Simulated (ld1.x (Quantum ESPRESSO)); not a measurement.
**Building the ultrasoft potential for Al (Z = 13) (Wu–Cohen, non-relativistic).**

Input for ld1.x (Quantum ESPRESSO) 7.5:

```
&input
   title='Al', zed=13., rel=0, dft='WC', iswitch=3,
   config='[Ne] 3s2 3p1',
   nld=2, rlderiv=2.85, eminld=-3.0, emaxld=5.0, deld=0.02
 /
 &inputp
   pseudotype=3, tm=.true., lloc=-2, rcloc=1.80,
   nlcc=.false.,
   file_pseudopw='Al.UPF', file_wfcaegen='ae.wfc', file_wfcncgen='nc.wfc', file_beta='beta', file_chi='chi', file_wfcusgen='us.wfc'
 /
4
3S  1  0   2.00   0.00  1.75  1.90  0.0
3S  1  0   0.00   0.05  1.75  1.90  0.0
3P  2  1   1.00   0.00  2.35  2.60  0.0
3P  2  1   0.00   1.05  2.35  2.60  0.0
 &test
   configts(1)='3s2 3p1'
 /
```

Command:

```bash
ld1.x < Al.in > Al.out
```

The program printed (shortened: banner, matrices, multipoles, cross overlaps and the repeated all-electron block are left out):

```
Program LD1 v.7.5
     --------------------------- All-electron run ----------------------------

     Al

     atomic number is 13.00
     dft =WC   lsd =0 sic =0 latt =0  beta=0.20 tr2=1.0E-14
     Exchange-correlation= WC
                           (   1   4  11   4   0   0   0)
     mesh =1135 r(mesh) = 100.48924 a.u. xmin = -7.00 dx = 0.01250
     1 Ry =  13.60569312 eV

     n l     nl                  e(Ry)          e(Ha)          e(eV)
     1 0     1S 1( 2.00)      -110.7239       -55.3620     -1506.4756
     2 0     2S 1( 2.00)        -7.9002        -3.9501      -107.4881
     2 1     2P 1( 6.00)        -5.1225        -2.5612       -69.6949
     3 0     3S 1( 2.00)        -0.5657        -0.2829        -7.6971
     3 1     3P 1( 1.00)        -0.1975        -0.0988        -2.6875

     final scf error:  5.7E-15 reached in  35 iterations

     Etot =    -484.024430 Ry,    -242.012215 Ha,   -6585.487858 eV

     Ekin =     483.234588 Ry,     241.617294 Ha,    6574.741511 eV
     Encl =   -1156.523362 Ry,    -578.261681 Ha,  -15735.301950 eV
     Eh   =     225.607735 Ry,     112.803867 Ha,    3069.549603 eV
     Exc  =     -36.343391 Ry,     -18.171695 Ha,    -494.477022 eV

     normalization and overlap integrals

     s(1S/1S) =  1.000000  <r> =   0.1206  <r2> =    0.0196  r(max) =   0.0789
     s(2S/2S) =  1.000000  <r> =   0.6286  <r2> =    0.4739  r(max) =   0.4954
     s(2P/2P) =  1.000000  <r> =   0.6038  <r2> =    0.4637  r(max) =   0.4264
     s(3S/3S) =  1.000000  <r> =   2.5479  <r2> =    7.5767  r(max) =   2.0856
     s(3P/3P) =  1.000000  <r> =   3.4197  <r2> =   14.1032  r(max) =   2.6447

     ------------------------ End of All-electron run ------------------------

     --------------------- Generating US pseudopotential ---------------------

      Generating local potential from pseudized AE potential:
      Matching radius rcloc =   1.8000
      Enforcing V''(0)=0 (lloc=-2)

      Local pseudo, rcloc= 1.795 Estimated cut-off energy=     8.96 Ry

      Wfc   3S  rcut= 1.751  Using Troullier-Martins method
      Wfc-us  3S rcutus= 1.887  Estimated cut-off energy=    12.09 Ry

      Wfc   3S  rcut= 1.751  Using Troullier-Martins method
      Wfc-us  3S rcutus= 1.887  Estimated cut-off energy=    12.99 Ry

      Wfc   3P  rcut= 2.363  Using Troullier-Martins method
      Wfc-us  3P rcutus= 2.612  Estimated cut-off energy=    10.95 Ry

      Wfc   3P  rcut= 2.363  Using Troullier-Martins method
      Wfc-us  3P rcutus= 2.612  Estimated cut-off energy=    14.89 Ry

     ------------------- End of pseudopotential generation -------------------

     Computing logarithmic derivative in   2.83295
     Computing logarithmic derivative in   2.83295
     Computing the partial wave expansion
     R is outside the sphere for l=    0 j= 0.00
     R is outside the sphere for l=    0 j= 0.00
     R is outside the sphere for l=    1 j= 0.00
     R is outside the sphere for l=    1 j= 0.00

     ---------------------- Testing the pseudopotential ----------------------

     Al

     atomic number is 13.00   valence charge is  3.00
     dft =WC   lsd =0 sic =0 latt =0  beta=0.20 tr2=1.0E-14
     mesh =1135 r(mesh) = 100.48924 xmin = -7.00 dx = 0.01250

     n l     nl             e AE (Ry)        e PS (Ry)    De AE-PS (Ry)
     1 0     3S   1( 2.00)       -0.56573       -0.56573        0.00000
     2 1     3P   1( 1.00)       -0.19752       -0.19752        0.00000

     eps = 2.6E-21  iter =  1

     Etot =    -484.024430 Ry,    -242.012215 Ha,   -6585.487858 eV
     Etotps =    -3.864009 Ry,      -1.932004 Ha,     -52.572515 eV

     Ekin =       1.253738 Ry,       0.626869 Ha,      17.057969 eV
     Encl =      -7.448657 Ry,      -3.724328 Ha,    -101.344135 eV
     Ehrt =       2.885752 Ry,       1.442876 Ha,      39.262660 eV
     Ecxc =      -1.181236 Ry,      -0.590618 Ha,     -16.071539 eV
     Epseu=       0.626394 Ry,       0.313197 Ha,       8.522529 eV

     ---------------------- End of pseudopotential test ----------------------
```

Generation and configuration tests took about 0.77 s on one core of a shared server CPU.
